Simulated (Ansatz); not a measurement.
Ge(vinyl)H3 (C2H6Ge), relaxed as a singlet with RKS PBE0-D4/def2-TZVP in Ansatz, starting from the GFN2-xTB geometry. Force threshold 0.02 eV/Å.

Start:

Cartesian coordinates in Å:
```
Ge 0.995 0.705 -0.515
C -0.625 0.158 0.418
C -1.048 -1.094 0.487
H -1.204 0.936 0.901
H -0.501 -1.900 0.021
H -1.951 -1.376 1.007
H 2.202 0.015 0.032
H 1.200 2.179 -0.379
H 0.932 0.377 -1.972
```

```csv
step,energy (eV),largest force component (eV/Å),SCF passes
1,-58679.9286,0.830,16
2,-58679.9869,0.202,20
3,-58679.9892,0.069,21
4,-58679.9892,0.066,21
5 (rejected),-58679.9886,0.108,20
6,-58679.9897,0.011,21
7,-58679.9897,0.009,21
8,-58679.9905,0.213,19
9,-58679.9936,0.146,20
10,-58680.0112,0.099,19
11,-58680.0170,0.138,18
12 (rejected),-58680.0144,0.528,18
13,-58680.0249,0.088,19
14,-58680.0303,0.106,19
15,-58680.0348,0.193,19
16 (rejected),-58680.0328,0.285,19
17,-58680.0401,0.018,19
18,-58680.0406,0.040,19
19,-58680.0407,0.033,20
20,-58680.0407,0.018,21
```

Force components are those of the run's own axes.

End:

```tsv
atom	x (Å)	y (Å)	z (Å)
Ge1	0.9676	0.7012	-0.5692
C2	-0.7335	0.1358	0.1676
C3	-0.9284	-1.0633	0.7021
H4	-1.5638	0.8381	0.1368
H5	-0.1368	-1.8053	0.7564
H6	-1.8900	-1.3592	1.1127
H7	1.9719	-0.4532	-0.4171
H8	1.4949	1.9447	0.1690
H9	0.8181	1.0611	-2.0582
```

By distances, no bond broke or formed. The bond that changes most is Ge1–H8, from 1.49 to 1.54 Å (atoms count from 1).

The force fell under the threshold at step 6, but the optimiser went on and released 0.051 eV more. No frequencies were taken in this run, so the end may be a saddle point.

Run time 43 s (4 threads of Intel Xeon on a shared host).
